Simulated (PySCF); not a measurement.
C4H2BrCl, SMILES C#C/C(Br)=C\Cl.

Geometry: ωB97X-D3(BJ)/def2-SVP. The structure was generated by enumeration; whether it is a known compound was not checked.

Two levels are set side by side: TDA-PBE/def2-SVPD (PySCF) and TDA-M06-2X/def2-SVPD (PySCF). Vertical, same geometry. The lowest singlet is HOMO→LUMO+1 99 % with PBE and HOMO→LUMO+1 83 % with the other functional; states are paired by order. Differences are taken from unrounded values.

```csv
quantity,TDA-M06-2X
lowest singlet excitation (eV),4.85
lowest triplet excitation (TDA) (eV),3.44
first bright state (f over 0.05) (eV),5.55
its oscillator strength,0.34
```

What does TDA-PBE give, and how far is it from TDA-M06-2X? (An estimate is asked for; the answer gives what the named calculation found.)


```csv
quantity,TDA-PBE,TDA-PBE minus TDA-M06-2X
lowest singlet excitation (eV),4.24,-0.61
lowest triplet excitation (TDA) (eV),3.03,-0.42
first bright state (f over 0.05) (eV),4.83,-0.72
its oscillator strength,0.19,-0.14
```

Functionals without exact exchange tend to place singlet excitations lower, as here. Differences between two approximate levels are no errors against the true value.

Rough cost on one machine, each run with all the roots and properties that it gave: TDA-M06-2X against TDA-PBE about 10 times.
